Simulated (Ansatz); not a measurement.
A nudged elastic band was laid between two geometries of C3H7BO (12 atoms, charge 0, multiplicity 1).

Theory: Ansatz, RKS r2SCAN-D4/6-31G.

```yaml
movable_images: 7
climbing_image: yes
spring: 5.0 eV/Å²
optimiser: quadratic models (default)
start_path: IDPP
force_threshold: 0.05 eV/Å
iteration_limit: 45
end_points: relaxed
```

First end point:

```xyz
12
Properties=species:S:1:pos:R:3
C -1.668 0.060 0.704
B -0.182 0.277 1.179
C 1.062 0.138 0.297
C 0.985 -0.194 -1.013
O 2.112 -0.316 -1.799
H -2.142 -0.716 1.326
H -2.252 0.974 0.897
H -1.816 -0.217 -0.348
H -0.019 0.578 2.336
H 2.065 0.303 0.693
H 0.036 -0.382 -1.517
H 1.896 -0.560 -2.720
```

Last end point:

```xyz
12
Properties=species:S:1:pos:R:3
C -1.701 0.060 0.719
B -0.186 0.255 1.097
C 0.993 0.093 0.134
C 0.826 -0.243 -1.171
O 1.815 -0.410 -2.110
H -2.147 -0.705 1.374
H -2.256 0.985 0.943
H -1.915 -0.219 -0.320
H 0.062 0.557 2.238
H 2.019 0.248 0.486
H -0.140 -0.422 -1.630
H 2.705 -0.254 -1.725
```

**Question.** What changes between the two ends?

**Answer.** No bond is made or broken. The dihedral C3–C4–O5–H12 goes from -180 to 0°.

**Question.** Give the energies along the band, and the barrier.

**Answer.** The forces met the threshold. The highest image is number 4 of 0 to 8, 0.34 eV above the first end and 0.45 eV above the last; the last end lies 0.11 eV below the first. A vibrational analysis at the climbing image gives one clearly imaginary mode, 602i cm⁻¹: a first-order saddle point. Limits of this set-up: no polarisation functions.

| image | path coordinate (Å) | energy (eV) | dihedral C3–C4–O5–H12 (°) |
| --- | --- | --- | --- |
| 0 | 0.00 | 0.00 | -180 |
| 1 | 0.30 | 0.02 | -169 |
| 2 | 0.59 | 0.11 | -146 |
| 3 | 0.89 | 0.25 | -120 |
| 4 | 1.18 | 0.34 | -91 |
| 5 | 1.48 | 0.23 | -59 |
| 6 | 1.77 | 0.02 | -28 |
| 7 | 2.07 | -0.09 | -6 |
| 8 | 2.36 | -0.11 | 0 |

**Question.** What is the geometry of the highest image?

**Answer.** 
```xyz
12
Properties=species:S:1:pos:R:3:forces:R:3
C -1.681 0.089 0.750 0.00 -0.01 0.00
B -0.177 0.351 1.122 -0.01 0.00 0.00
C 1.029 0.082 0.197 0.02 0.00 0.01
C 0.892 -0.397 -1.058 -0.03 0.03 0.01
O 1.971 -0.718 -1.886 0.03 -0.05 -0.01
H -2.116 -0.613 1.480 0.00 0.00 0.00
H -2.260 1.018 0.875 0.00 0.00 0.00
H -1.878 -0.304 -0.255 0.00 0.00 0.00
H 0.047 0.800 2.218 0.00 0.00 0.00
H 2.050 0.274 0.535 0.00 0.00 0.00
H -0.077 -0.652 -1.489 0.00 0.00 -0.01
H 2.276 0.015 -2.455 -0.02 0.02 0.01
```

**Question.** What are the harmonic wavenumbers there?

**Answer.** 602i, 105, 124, 191, 225, 397, 565, 686, 819, 839, 917, 978, 1025, 1043, 1081, 1209, 1275, 1309, 1375, 1391, 1505, 1513, 1660, 2580, 3009, 3079, 3123, 3144, 3157, 3659 cm⁻¹.

The run took 3.9 min on 1 thread of Arm Neoverse V2, on a shared host, peak memory 0.14 GiB.
